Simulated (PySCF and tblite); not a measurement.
Results of a calculation; reference values are marked as such.
C₆H₉F₃, numbered as in [F:1][C@@H:2]1[CH2:3][CH2:4][C@H:5]([F:6])[C@H:7]([F:8])[CH2:9]1.

Conformers came from 60 starts (ETKDG, MMFF94s, GFN2-xTB); geometries are GFN2-xTB. Weights use PBE0-D3(BJ)/pcSseg-1 energies plus GFN2-xTB zero-point and thermal terms (modes under about 100 cm⁻¹ blended into free rotors). Symmetry numbers and mirror images are counted. Conformers within 2.5 kcal/mol (GFN2-xTB free energy) were kept, 3 at most. GIAO shieldings: PBE0/pcSseg-1. Shifts are against TMS (¹H), TMS (¹³C), CFCl3 (¹⁹F) at the same level; of two unlike H on one atom, a is the less shielded. Codes: tblite and PySCF.

(1) List the conformer-averaged shifts at 298.15 K.

(2) How do the conformers differ?

(3) Which signal moves most, for its nucleus, between 250 and 350 K through the change of populations alone?

Unscaled ¹⁹F shifts at such levels can be off by tens of ppm; differences between conformers or isomers are more reliable. Shifts are unscaled: against experiment ¹³C can be off by 15 ppm or more and ¹H by 0.8 ppm.

Results:

(1) ¹H: 5.01 (H5, 1H), 4.60 (H2, 1H), 4.50 (H7, 1H), 2.50 (H9a, 1H), 2.35 (H9b, 1H), 2.24 (H4a, 1H), 2.06 (H3a, 1H), 1.84 (H3b, 1H), 1.16 (H4b, 1H) ppm. ¹³C: 93.3 (C7), 91.7 (C2), 91.4 (C5), 37.7 (C9), 30.3 (C3), 27.8 (C4) ppm. ¹⁹F: -205.6 (F1), -216.9 (F8), -230.0 (F6) ppm.

(2) The 6-ring runs over atoms 2–3–4–5–7–9.
```
conformer                        shape  weight %
        1      6-ring chair (F6 axial)      86.4
        2  6-ring chair (F1, F8 axial)      13.6
```

```tsv
signal	1	2	average
H2	4.55	4.91	4.60
H3a	2.01	2.33	2.06
H3b	1.93	1.32	1.84
H4a	2.15	2.83	2.24
H4b	1.06	1.83	1.16
H5	5.10	4.44	5.01
H7	4.38	5.23	4.50
H9a	2.48	2.66	2.50
H9b	2.51	1.28	2.35
C2	92.2	88.2	91.7
C3	29.7	33.5	30.3
C4	28.3	24.2	27.8
C5	90.7	95.7	91.4
C7	93.7	91.3	93.3
C9	37.5	39.2	37.7
F1	-205.4	-207.0	-205.6
F6	-233.0	-210.6	-230.0
F8	-215.2	-227.2	-216.9
```

(3) H9b: 2.39 ppm at 250 K, 2.35 ppm at 298.15 K, 2.31 ppm at 350 K.


Conformer gaps in pcSseg-1 on xTB geometries can be 2 kcal/mol off for S=O, P=O and other polar bonds.